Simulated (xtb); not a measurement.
xtb input (GFN2-xTB):

```bash
xtb mol.xyz --gfn 2 --sp --chrg 0 --uhf 0
```
mol.xyz:
```
19

C      2.22081277     1.51536926     0.09236522
Si     1.79990069    -0.12585361    -0.72831278
Si    -0.08125231    -1.10295497     0.27714010
N     -1.37044872     0.04984283     0.34444841
C     -2.45442924    -0.10092921     1.29849126
C     -1.74735996     0.82235666    -0.82432541
H      1.37696767     2.20389670     0.02342073
H      2.44577790     1.36925088     1.15027147
H      3.08584843     1.98476574    -0.37902034
H      2.94286853    -1.07056013    -0.61468612
H      1.55774096     0.08837931    -2.18069325
H      0.21660267    -1.48289399     1.68245489
H     -0.42366802    -2.37397429    -0.43533562
H     -2.82105095     0.88179295     1.61585225
H     -3.30897512    -0.65452708     0.88233240
H     -2.10846193    -0.63173650     2.18557860
H     -2.09676672     1.81790941    -0.52838868
H     -2.55331851     0.34755171    -1.40266762
H     -0.89564231     0.95378505    -1.49302659
```

End of the output:

```
         :::::::::::::::::::::::::::::::::::::::::::::::::::::
         ::                     SUMMARY                     ::
         :::::::::::::::::::::::::::::::::::::::::::::::::::::
         :: total energy             -19.431342748165 Eh    ::
         :: gradient norm              0.026826526215 Eh/a0 ::
         :: HOMO-LUMO gap              4.325953037007 eV    ::
         ::.................................................::
         :: SCC energy               -19.665380145299 Eh    ::
         :: -> isotropic ES            0.026727333343 Eh    ::
         :: -> anisotropic ES          0.007823702135 Eh    ::
         :: -> anisotropic XC          0.010907207660 Eh    ::
         :: -> dispersion             -0.013563564666 Eh    ::
         :: repulsion energy           0.234037397134 Eh    ::
         :: add. restraining           0.000000000000 Eh    ::
         :: total charge              -0.000000000000 e     ::
         :::::::::::::::::::::::::::::::::::::::::::::::::::::

           -------------------------------------------------
          |                Property Printout                |
           -------------------------------------------------

    * Orbital Energies and Occupations

         #    Occupation            Energy/Eh            Energy/eV
      -------------------------------------------------------------
         1        2.0000           -0.7495293             -20.3957
       ...           ...                  ...                  ...
         7        2.0000           -0.5088648             -13.8469
         8        2.0000           -0.5075199             -13.8103
         9        2.0000           -0.4970760             -13.5261
        10        2.0000           -0.4711345             -12.8202
        11        2.0000           -0.4631408             -12.6027
        12        2.0000           -0.4626692             -12.5899
        13        2.0000           -0.4558921             -12.4055
        14        2.0000           -0.4297218             -11.6933
        15        2.0000           -0.4182218             -11.3804
        16        2.0000           -0.4145736             -11.2811
        17        2.0000           -0.4025813             -10.9548
        18        2.0000           -0.3583873              -9.7522
        19        2.0000           -0.3447868              -9.3821 (HOMO)
        20                         -0.1858110              -5.0562 (LUMO)
        21                         -0.1801410              -4.9019
        22                         -0.1663520              -4.5267
        23                         -0.1349989              -3.6735
        24                         -0.1316172              -3.5815
        25                         -0.1194766              -3.2511
        26                         -0.0597334              -1.6254
        27                         -0.0530090              -1.4424
        28                         -0.0025713              -0.0700
        29                          0.0027595               0.0751
        30                          0.0687317               1.8703
       ...                                ...                  ...
        47                          0.7274652              19.7953
      -------------------------------------------------------------
                  HL-Gap            0.1589758 Eh            4.3260 eV
             Fermi-level           -0.2652989 Eh           -7.2192 eV

     #   Z          covCN         q      C6AA      α(0)
     1   6 C        3.650    -0.195    24.719     7.142
     2  14 Si       3.630     0.371   100.971    19.277
     3  14 Si       3.646     0.399   100.073    19.182
     4   7 N        2.635    -0.264    26.848     7.695
     5   6 C        3.730    -0.024    21.091     6.556
     6   6 C        3.729    -0.026    21.135     6.563
     7   1 H        0.924     0.024     2.671     2.556
     8   1 H        0.924     0.023     2.696     2.568
     9   1 H        0.924     0.022     2.705     2.572
    10   1 H        0.911    -0.125     6.553     4.004
    11   1 H        0.911    -0.121     6.374     3.949
    12   1 H        0.911    -0.123     6.453     3.974
    13   1 H        0.907    -0.114     6.096     3.862
    14   1 H        0.924     0.029     2.606     2.524
    15   1 H        0.923     0.016     2.803     2.618
    16   1 H        0.925     0.031     2.573     2.509
    17   1 H        0.924     0.030     2.591     2.517
    18   1 H        0.923     0.018     2.760     2.598
    19   1 H        0.924     0.031     2.568     2.506

 Mol. C6AA /au·bohr⁶  :       4056.931560
 Mol. C8AA /au·bohr⁸  :     124655.545335
 Mol. α(0) /au        :        105.171173

Wiberg/Mayer (AO) data.
largest (>0.10) Wiberg bond orders for each atom

 ---------------------------------------------------------------------------
     #   Z sym  total        # sym  WBO       # sym  WBO       # sym  WBO
 ---------------------------------------------------------------------------
     1   6 C    3.977 --     9 H    0.990     8 H    0.989     7 H    0.989
                             2 Si   0.921
     2  14 Si   3.640 --     1 C    0.921    10 H    0.895    11 H    0.891
                             3 Si   0.808
     3  14 Si   3.746 --     4 N    1.091    12 H    0.882    13 H    0.881
                             2 Si   0.808
     4   7 N    3.291 --     3 Si   1.091     6 C    1.037     5 C    1.035
     5   6 C    3.986 --     4 N    1.035    16 H    0.991    15 H    0.979
                            14 H    0.979
     6   6 C    3.987 --     4 N    1.037    19 H    0.986    17 H    0.978
                            18 H    0.978
     7   1 H    0.999 --     1 C    0.989
     8   1 H    0.999 --     1 C    0.989
     9   1 H    0.999 --     1 C    0.990
    10   1 H    0.984 --     2 Si   0.895
    11   1 H    0.985 --     2 Si   0.891
    12   1 H    0.985 --     3 Si   0.882
    13   1 H    0.987 --     3 Si   0.881
    14   1 H    0.999 --     5 C    0.979
    15   1 H    0.999 --     5 C    0.979
    16   1 H    0.999 --     5 C    0.991
    17   1 H    0.999 --     6 C    0.978
    18   1 H    1.000 --     6 C    0.978
    19   1 H    0.999 --     6 C    0.986
Note: The following floating-point exceptions are signalling: IEEE_UNDERFLOW_FLAG IEEE_DENORMAL
normal termination of xtb
 ---------------------------------------------------------------------------

Topologies differ in total number of bonds
Writing topology from bond orders to xtbtopo.mol

molecular dipole:
                 x           y           z       tot (Debye)
 q only:       -0.093      -0.047      -0.068
   full:       -0.360       0.299       0.031       1.192
molecular quadrupole (traceless):
                xx          xy          yy          xz          yz          zz
 q only:       -0.495      -1.196      -0.138       0.323      -0.225       0.632
  q+dip:        0.500       0.469      -0.563       1.875       0.044       0.064
   full:        1.458       0.108      -1.061       1.391      -0.419      -0.397

           -------------------------------------------------
          | TOTAL ENERGY              -19.431342748165 Eh   |
          | GRADIENT NORM               0.026826526215 Eh/α |
          | HOMO-LUMO GAP               4.325953037007 eV   |
           -------------------------------------------------

------------------------------------------------------------------------
------------------------------------------------------------------------
 total:
 SCF:
```
